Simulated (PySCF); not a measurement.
# A small calculation by hand: chemical shift, span and skew from a shielding tensor

Ga(F)2(Me) (CH3F2Ga), SMILES [CH3][Ga]([F])[F]. Atoms are numbered in the order given.

```xyz
7

Ga    -0.0113    -0.0033     0.0000
F     -1.0039     0.0035    -1.4387
F     -1.0039     0.0035     1.4387
C      1.9229     0.0000     0.0000
H      2.3028    -0.5015     0.9002
H      2.2776     1.0416     0.0000
H      2.3028    -0.5015    -0.9002
```

Geometry optimised at PBE0-D3(BJ)/def2-SVP.

GIAO shieldings from KT2/pcSseg-1 run with PySCF, non-relativistic, no solvent. The symmetric part of the tensor of C4 has the principal values 185.8, 188.4, 199.7 ppm. The same nucleus in TMS has σ = 185.1 ppm at this level (PySCF, at its B3LYP-D3(BJ)/def2-TZVP geometry).

Q: Work out the isotropic shielding, the ¹³C shift against TMS, the span and the skew.

A: 
σ(iso) = (σ11 + σ22 + σ33)/3 = 191.3 ppm. δ = σ(ref) − σ(iso) = 185.1 − (191.3) = -6.2 ppm.
Span Ω = σ33 − σ11 = 13.9 ppm. Skew κ = 3(σ(iso) − σ22)/Ω = 0.63. Tumbling in solution averages the tensor to δ; in a static solid the shielding alone would spread this spin-1/2 line over Ω.
